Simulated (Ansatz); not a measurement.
Calculated with Ansatz (gas phase, PBE0-D4/def2-TZVP geometries, no zero-point term in ΔE). CCSD(T)/CBS adds triple-zeta CCSD(T) − MP2 to the extrapolated MP2 energy (def2 sets, frozen cores). This one scheme is used for every species. Functionals use def2-TZVPP. B3LYP here is the variant with VWN-RPA as its local correlation; programs differ in this. For Br outer-core shells are correlated without core-valence functions, which leaves a few kJ/mol of doubt a bond. Scalar relativity is left out up to krypton. Each species was taken in one conformer, which may not be the lowest.

`FCC(F)CF` + HBr → `FCC(F)Br` + `CF`  (substitution at a C–C bond)

```tsv
level	ΔE (kJ/mol)
r2SCAN-D4	32.6
PBE0-D4	33.3
B3LYP-D4	30.0
ωB97X-V	36.9
B2PLYP	31.5
r2SCAN	32.3
B3LYP	30.5
MP2/CBS(def2)	29.7
```

Task: What does CCSD(T)/CBS give? (Estimate.)

Result: The calculation gave: +33.7 kJ/mol. The listed levels differ from it by -1.1, -0.4, -3.7, 3.2, -2.2, -1.4, -3.2, -4.0 kJ/mol.

Largest T1 diagnostic among the species: 0.011.

In def2-TZVPP, CCSD(T) changes the Hartree–Fock value by −3.6 kJ/mol (the triples alone add −2.3 kJ/mol) and MP2 by −7.7 kJ/mol. From PBE to PBE0 (25 % exact exchange), in def2-TZVPP and without D4, ΔE moves by +5.6 kJ/mol.
